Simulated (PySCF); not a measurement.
C₃H₄BFO, SMILES C=C=CB(O)F.

Geometry optimised at PBE-D3(BJ)/def2-SVP. This is a generated structure with no PubChem entry under its InChIKey; it may be hypothetical. The values are those of a single conformer.

All values below come from PBE-D3(BJ)/def2-SVP (PySCF).

Frequencies are harmonic and unscaled.

Task: Estimate the vibrational spectrum. (Estimate from the structure and the level; the computed values follow.)

Result: 
| mode | ν (cm⁻¹) | IR (km/mol) | moving atoms (share of kinetic energy) |
|---|---|---|---|
| 1 | 61 | 0.4 | C 42 %, O 28 %, H 21 % |
| 2 | 113 | 2.3 | C 46 %, F 34 %, H 13 % |
| 3 | 331 | 5.3 | C 34 %, O 23 %, F 19 %, H 14 %, B 9 % |
| 4 | 338 | 0.4 | H 72 %, C 23 % |
| 5 | 403 | 6.0 | C 44 %, H 37 %, B 14 % |
| 6 | 410 | 0.6 | C 44 %, F 24 %, O 21 %, H 10 % |
| 7 | 535 | 78.5 | H 89 % |
| 8 | 570 | 12.5 | C 41 %, O 29 %, B 13 %, F 12 % |
| 9 | 673 | 43.1 | B 64 %, C 15 %, H 14 % |
| 10 | 785 | 26.9 | H 49 %, C 36 %, F 10 % |
| 11 | 791 | 30.2 | H 39 %, C 36 %, F 17 %, O 8 % |
| 12 | 853 | 23.5 | H 89 %, C 11 % |
| 13 | 935 | 0.9 | H 58 %, C 42 % |
| 14 | 963 | 141.8 | H 79 %, F 9 %, O 8 % |
| 15 | 1059 | 3.2 | H 64 %, C 35 % |
| 16 | 1202 | 103.5 | H 45 %, C 26 %, B 16 %, O 13 % |
| 17 | 1328 | 337.7 | H 41 %, B 39 %, C 10 % |
| 18 | 1388 | 121.9 | C 35 %, H 30 %, B 28 % |
| 19 | 1436 | 217.7 | B 58 %, C 15 %, O 11 %, H 11 % |
| 20 | 2004 | 208.2 | C 98 % |
| 21 | 3040 | 6.7 | H 92 %, C 8 % |
| 22 | 3065 | 1.9 | H 95 % |
| 23 | 3151 | 0.7 | H 89 %, C 11 % |
| 24 | 3768 | 72.4 | H 94 % |
